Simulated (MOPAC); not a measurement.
A run for MOPAC: PM6 on AlH3O2 (SMILES [OH][AlH][OH]), a point of a bond scan (R = 3.130 Å).

```
PM6 1SCF PRECISE CHARGE=0 THREADS=1
AlH3O2

Al    -0.35083796 1    -0.22531071 1    -0.18690700 1
H     -2.74304358 1    -1.80230601 1    -1.44573116 1
O     -0.12879702 1     1.39194619 1    -0.63416865 1
H      0.57601648 1     1.94766290 1    -0.29821585 1
O      0.73397506 1    -0.91514665 1     0.92276728 1
H      0.69039347 1    -1.81921166 1     1.23553693 1
```

The log:

```
*******************************************************************************
 **                                                                           **
 **                              MOPAC v23.2.5                                **
 **                                                                           **
 *******************************************************************************
 ** MOPAC's Digital Object Identifier: https://doi.org/10.5281/zenodo.6511958 **
 **                                                                           **
 ** Please cite the open-source release paper for use of this MOPAC version:  **
 ** J. E. Moussa and J. J. P. Stewart (2026)                                  **
 ** MOPAC: An open-source semiempirical molecular orbital program             **
 ** J. Open Source Softw., 11(119), 8025, https://doi.org/10.21105/joss.08025 **
 *******************************************************************************

                              PM6 CALCULATION RESULTS

 *******************************************************************************
 *  PM6        - The PM6 Hamiltonian to be used
 *
 *
 *
 *                 CHARGE ON SYSTEM = 0
 *
 *
 *
 *  PRECISE    - TIGHTER CRITERIA TO BE USED
 *  1SCF       - DO 1 SCF AND THEN STOP
 *  THREADS=1  - MULTI-THREADING NOT USED
 *  T=         - A TIME OF 172800.0 SECONDS REQUESTED
 *  DUMP=N     - RESTART FILE WRITTEN EVERY 7200.0 SECONDS REQUESTED
 *******************************************************************************
PM6 1SCF PRECISE CHARGE=0 THREADS=1
 AlH3O2

   ATOM   CHEMICAL          X               Y               Z
  NUMBER   SYMBOL      (ANGSTROMS)     (ANGSTROMS)     (ANGSTROMS)

     1      Al         -0.35083796  *  -0.22531071  *  -0.18690700  *
     2       H         -2.74304358  *  -1.80230601  *  -1.44573116  *
     3       O         -0.12879702  *   1.39194619  *  -0.63416865  *
     4       H          0.57601648  *   1.94766290  *  -0.29821585  *
     5       O          0.73397506  *  -0.91514665  *   0.92276728  *
     6       H          0.69039347  *  -1.81921166  *   1.23553693  *



          CARTESIAN COORDINATES

    NO.       ATOM           X           Y           Z

     1        Al         -0.3508     -0.2253     -0.1869
     2         H         -2.7430     -1.8023     -1.4457
     3         O         -0.1288      1.3919     -0.6342
     4         H          0.5760      1.9477     -0.2982
     5         O          0.7340     -0.9151      0.9228
     6         H          0.6904     -1.8192      1.2355

 General Reference for PM6:
 "Optimization of Parameters for Semiempirical Methods V: Modification of NDDO Approximations
 and Application to 70 Elements", J. J. P. Stewart, J. Mol. Mod., 13, 1173-1213 (2007)
 URL: https://link.springer.com/article/10.1007/s00894-007-0233-4

           Empirical Formula: H3 O2 Al  =     6 atoms



      MOLECULAR POINT GROUP   :   Cs


      RHF CALCULATION, NO. OF DOUBLY OCCUPIED LEVELS = 9


 -------------------------------------------------------------------------------
 PM6 1SCF PRECISE CHARGE=0 THREADS=1
 AlH3O2



     1SCF WAS SPECIFIED, SO BFGS WAS NOT USED
     SCF FIELD WAS ACHIEVED


                              PM6 CALCULATION
                                                       MOPAC v23.2.5 Linux




          FINAL HEAT OF FORMATION =         19.20467 KCAL/MOL =      80.35232 KJ/MOL


          COSMO AREA              =        103.84 SQUARE ANGSTROMS
          COSMO VOLUME            =         84.72 CUBIC ANGSTROMS

          IONIZATION POTENTIAL    =          6.801280 EV
          HOMO LUMO ENERGIES (EV) =         -6.801 -1.643
          NO. OF FILLED LEVELS    =          9
          MOLECULAR WEIGHT        =         62.0040         POINT GROUP:  Cs

          MOLECULAR DIMENSIONS (Angstroms)

            Atom       Atom       Distance
            H     4    H     2     5.13763
            H     6    O     3     3.53932
            H     6    H     4     0.00000


          SCF CALCULATIONS        =          1





   ATOM   CHEMICAL          X               Y               Z
  NUMBER   SYMBOL      (ANGSTROMS)     (ANGSTROMS)     (ANGSTROMS)

     1      Al         -0.35083796  *  -0.22531071  *  -0.18690700  *
     2       H         -2.74304358  *  -1.80230601  *  -1.44573116  *
     3       O         -0.12879702  *   1.39194619  *  -0.63416865  *
     4       H          0.57601648  *   1.94766290  *  -0.29821585  *
     5       O          0.73397506  *  -0.91514665  *   0.92276728  *
     6       H          0.69039347  *  -1.81921166  *   1.23553693  *

                             CARTESIAN COORDINATES

   1   Al       -0.350837960    -0.225310710    -0.186907000
   2    H       -2.743043580    -1.802306010    -1.445731160
   3    O       -0.128797020     1.391946190    -0.634168650
   4    H        0.576016480     1.947662900    -0.298215850
   5    O        0.733975060    -0.915146650     0.922767280
   6    H        0.690393470    -1.819211660     1.235536930


           Empirical Formula: H3 O2 Al  =     6 atoms



      MOLECULAR POINT GROUP   :   Cs


                  EIGENVALUES
 -28.72672 -27.85875 -17.92725 -17.49418 -13.52644 -12.71154 -12.31660 -11.58024
  -6.80128  -1.64321   2.06703   3.32414   3.91618   6.69391   6.89717 100.11859
 100.15747 100.87416 101.84422 101.98804


              NET ATOMIC CHARGES AND DIPOLE CONTRIBUTIONS

  ATOM NO.   TYPE          CHARGE      No. of ELECS.   s-Pop       p-Pop       d-Pop
    1         Al           0.665551        2.3344     1.07096     1.20962     0.05387
    2          H          -0.009136        1.0091     1.00914
    3          O          -0.654887        6.6549     1.77526     4.87963
    4          H           0.332049        0.6680     0.66795
    5          O          -0.668676        6.6687     1.77008     4.89859
    6          H           0.335098        0.6649     0.66490
 DIPOLE           X         Y         Z       TOTAL
 POINT-CHG.    -0.924    -1.902     0.010     2.115
 HYBRID         0.557     0.092     0.398     0.691
 SUM           -0.367    -1.810     0.408     1.891


          ATOMIC ORBITAL ELECTRON POPULATIONS

     Atom    s        px        py        pz      x^2-y^2     xz        z^2       yz        xy
    1 Al   1.07096   0.40810   0.48157   0.31995   0.01286   0.00838   0.00860   0.01227   0.01176
    2  H   1.00914
    3  O   1.77526   1.62588   1.48194   1.77181
    4  H   0.66795
    5  O   1.77008   1.71519   1.45938   1.72403
    6  H   0.66490

 **********************
 *                    *
 * JOB ENDED NORMALLY *
 *                    *
 **********************




 == MOPAC DONE ==
```

The run finished.

Cost: about 0.020 core-seconds (a rough figure).
